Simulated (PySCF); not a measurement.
**Electron correlation in Ti²⁰⁺ (titanium, charge +20)**

Starting occupation: 1s2. Calculation: PySCF 2.14, in an uncontracted even-tempered set (17 s from 2.1 bohr⁻², ratio 2.6; 11 p from 2.7 bohr⁻², ratio 2.6; 6 d from 2.7 bohr⁻², ratio 2.8; 3 f from 130 bohr⁻², ratio 2.8); X2C-1e with screened-nucleus spin-orbit coupling, Gaussian nucleus. Frozen: nothing; 2 electrons correlated; the 34 highest virtual spinors left out.

Total MP2 correlation energy: -46.32 mhartree.

With two correlated electrons CCSD is exact within the correlated space (frozen core and kept virtual orbitals).

The virtual space was cut to 52 spinors, which keep -43.88 of the -46.32 mhartree of MP2 correlation.

```json
{"level": "CCSD", "correlation energy (mhartree)": "-44.55"}
```

Diagnostics: T1 = 5.0e-06, largest double amplitude 0.003.

Cost of the coupled-cluster step: of the order of 4 core-seconds, for 2 occupied and 52 virtual spinors.

The coupled-cluster values are those of the cut space; adding the MP2 remainder, -2.44 mhartree, estimates the full space.
